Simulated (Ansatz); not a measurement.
Basis-set extrapolation for CH5FOSi2, SMILES `OC1(F)[SiH2][SiH2]1` (PBE0-D4/def2-TZVP geometry, frozen core, the Gaussian-basis code of Ansatz). Multiplicity 1, RHF reference.

|  | def2-TZVPP | def2-QZVPP |
| --- | --- | --- |
| HF | -792.974589 | -793.001772 |
| MP2 correlation | -0.891610 | -0.964780 |
| CCSD(T) correlation | -0.969465 | not run |

Energies in hartree. Use E(X) = E(∞) + A·exp(−7.88·√X) for Hartree–Fock and E(X) = E(∞) + B·X^(−2.97) for correlation, with X = 3 and 4, and add CCSD(T) minus MP2 of the smaller set to the MP2 limit.

Question: What is the CCSD(T) energy at the basis-set limit?

Answer: HF limit: -793.001772 + (-0.027183) × 0.13774 = -793.00552. MP2 limit: -0.964780 + (-0.073170) × 0.74074 = -1.01898. Higher-order term: -0.969465 − (-0.891610) = -0.07786. Total: -794.10236 hartree, 99.3 kcal/mol below CCSD(T)/def2-TZVPP.
